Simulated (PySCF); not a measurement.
B(F)(H)(SiH3) (BFH4Si), SMILES FB[SiH3]. Heavy atoms are numbered as in [BH:1]([F:2])[SiH3:4]. Hydrogens are named by the atom that carries them.

The structure is a stationary point at B3LYP-D3(BJ)/def2-TZVP.

These are M06-2X/def2-TZVPD run with PySCF values and carry that method's errors.

Mulliken values depend strongly on the basis, most of all with diffuse functions as here. ESP charges are fitted to the potential on shells at 1.4 to 2.0 van der Waals radii. Atomic charges (e), one atom of each kind:

```csv
atom,ESP fit,Mulliken
B1 (BH),0.48,0.44
F2,-0.26,-0.29
H on B1,[?],0.01
Si4 (SiH3),[?],-0.01
H on Si4,[?],-0.05
```

Problem. Complete the blanks. (An estimate is asked for; the answer gives what the named calculation found.)

Solution. 
- H on B1, ESP fit: -0.13
- Si4 (SiH3), ESP fit: 0.01
- H on Si4, ESP fit: -0.04
